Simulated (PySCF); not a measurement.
C3H7ClSi, SMILES Cl[SiH2]C1CC1.

Coordinates come from a PBE-D3(BJ)/def2-SVP optimisation. This is a generated structure with no PubChem entry under its InChIKey; it may be hypothetical. One conformer was computed; it need not be the lowest.

These are PBE0/def2-TZVP (PySCF) values and carry that method's errors.

The molecule is in vacuum.

```yaml
total_energy: -867.89288 hartree
highest_occupied_level: -8.36 eV
lowest_empty_level: 0.30 eV
orbital_gap: 8.66 eV
dipole_moment: 2.16 D
quadrupole, principal values (traceless, Buckingham form, about the centre of nuclear charge): -2.96, 0.04, 2.91 D·Å
mean_static_polarisability: 71.6 bohr³ (10.61 Å³)
polarisability_principal_values: 60.8, 68.6, 85.4 bohr³
```
